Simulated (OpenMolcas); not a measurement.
Computed levels of 3d⁴ in ions with 22 electrons, in cm-1 above ⁵D₀.

```yaml
Program: OpenMolcas
Method: MS-CASPT2, IPEA 0.25 Eh, imaginary shift 0.1 Eh
Basis: ANO-RCC-VTZP
Scalar_Hamiltonian: DKH2, point nucleus
Spin-orbit_coupling: RASSI with atomic mean-field integrals over the reference wave functions, term energies averaged over their components
```

Active space for each ion: 4 electrons in 10 orbitals (3d 4d); closed shells correlated by CASPT2: 3s 3p.

```csv
Level,Cr2+,Mn3+,Fe4+,Co5+,Cu7+
⁵D₁,67.0,104,155,222,397
⁵D₂,199,306,455,646,1139
⁵D₃,390,598,884,1246,2160
⁵D₄,637,972,1426,1996,3400
³P₀(1),17260,21140,24810,28570,33430
³P₁(1),17660,21750,25740,29900,35750
³H₄,17880,21740,25540,29710,35570
³H₅,18030,21980,25890,30220,36530
³H₆,18200,22240,26280,30770,37490
```

Question: Estimate ⁵D₄, ³P₀(1), ³P₁(1) for Ni6+ from its neighbours Co5+ and Cu7+.

Answer: ⁵D₄ is fine structure, which grows about as the fourth power of a screened charge, so the fourth roots are averaged: ((1996^0.25 + 3400^0.25) / 2)^4 = 2628. The calculation gives 2600, so the estimate is off by +1.1 %; the measured value is 2392 (Corliss and Sugar, J. Phys. Chem. Ref. Data 10, 197 (1981)).
³P₀(1) is another term, which grows about linearly with the charge: (28570 + 33430) / 2 = 31000. The calculation gives 30720, so the estimate is off by +0.9 %; the measured value is 30077 (Corliss and Sugar, J. Phys. Chem. Ref. Data 10, 197 (1981)).
³P₁(1) is another term, which grows about linearly with the charge: (29900 + 35750) / 2 = 32825. The calculation gives 32470, so the estimate is off by +1.1 %; the measured value is 31836 (Corliss and Sugar, J. Phys. Chem. Ref. Data 10, 197 (1981)).

Term energies are means over components that CASPT2 splits; among the terms shown or strongly mixed into the levels shown the widest spread is 300 cm-1 (3d⁴ ³H, Co5+). Active for correlation alone: 4d; no level in the range computed is led by a configuration that fills it, so any true level of that kind is missing. The CASPT2 spread within a term exceeds the gap to the next term for 3d⁴ ³P(1) and 3d⁴ ³H, so the order of their levels is uncertain (holds for Cr2+). Computed and measured levels are paired by configuration, term and J; levels that our copy of the source lacks, or whose pairing is in doubt (as where it misses far off the trend of its configuration), stay unpaired and out of the deviations. Only configurations of the active space appear.

A number in round brackets counts repeated terms of one configuration in the order of the reference energies.
